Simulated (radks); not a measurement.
Question: All-electron atom: Sc in [Ar] 3d0.75 4s2 5s0.25 (fractional occupations, a model configuration). Method: Dirac Kohn-Sham, PBE, spin-unpolarised, spherical densities, finite nucleus; open shells are shared between the two j in proportion to 2j + 1; Fermi nuclear charge, rms radius 3.5459 fm; computed with a radial shooting solver on a logarithmic mesh with Libxc functionals. Some entries of the table are withheld. Estimate them.

orbital,occ.,eigenvalue (eV),r(max) (bohr)
1s1/2,2,-4398.667,0.04780
2s1/2,2,-476.5061,0.2836
2p1/2,2,-393.5192,(1)
2p3/2,4,-388.8785,(2)
3s1/2,2,(3),0.9259
3p1/2,2,(4),0.9626
3p3/2,4,(5),0.9688
4s1/2,2,(6),3.029
3d3/2,0.3,-4.9745,(7)
3d5/2,0.45,-4.9416,(8)
5s1/2,0.25,-0.6546,10.99

Answer: 
(1) 2p1/2 r(max) (bohr): 0.2309
(2) 2p3/2 r(max) (bohr): 0.2330
(3) 3s1/2 eigenvalue (eV): -57.1165
(4) 3p1/2 eigenvalue (eV): -35.9908
(5) 3p3/2 eigenvalue (eV): -35.4766
(6) 4s1/2 eigenvalue (eV): -5.1516
(7) 3d3/2 r(max) (bohr): 1.080
(8) 3d5/2 r(max) (bohr): 1.082
